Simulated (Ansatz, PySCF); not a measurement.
Dimer: dimethyl selenide (SMILES C[Se]C) (first 9 atoms) with HF (SMILES F); geometry from B3LYP-D3(BJ)/def2-TZVP.
(charge 0, multiplicity 1):
```xyz
11

C     -1.38934    -0.95033     0.90298
Se    -0.09159     0.47205     0.52497
C      1.37135    -0.69044    -0.07386
H     -0.98035    -1.62656     1.64940
H     -2.28233    -0.46804     1.29352
H     -1.62881    -1.48171    -0.01477
H      1.63673    -1.38040     0.72317
H      2.21701    -0.04454    -0.29801
H      1.06999    -1.22753    -0.96980
F      0.99148    -0.09912     3.44628
H      0.67140     0.27406     2.63505
```

Basis-set superposition error: the interaction energy with monomers in their own basis, and in the dimer's basis (counterpoise).

The values were computed with Ansatz (Gaussian orbitals); PySCF for 6-31G* rows, M06-2X. 

| level | uncorrected (meV) | counterpoise (meV) | difference |
|---|---|---|---|
| HF/6-31G* | -215.9 | -147.5 | 68.4 |
| HF/aug-cc-pVTZ | -208.8 | -203.3 | 5.5 |
| BLYP/def2-TZVPPD | -313.0 | -307.9 | 5.1 |
| revPBE/def2-TZVPPD | -300.1 | -295.5 | 4.7 |
| r2SCAN/def2-TZVPPD | -405.4 | -400.6 | 4.7 |
| B3LYP/def2-TZVPPD | -327.0 | -322.2 | 4.8 |
| M06-2X/def2-TZVPPD | -364.7 | -359.0 | 5.7 |
| CAM-B3LYP/def2-TZVPPD | -355.1 | -350.2 | 5.0 |
| wB97M-V/def2-TZVPPD | -358.9 | -354.0 | 4.9 |
| SCS-MP2/aug-cc-pVDZ | -338.3 | -263.5 | 74.8 |

The error is largest for SCS-MP2/aug-cc-pVDZ (74.8 meV) and smallest for revPBE/def2-TZVPPD (4.7 meV).

Ansatz is a quantum-chemistry and plane-wave program.
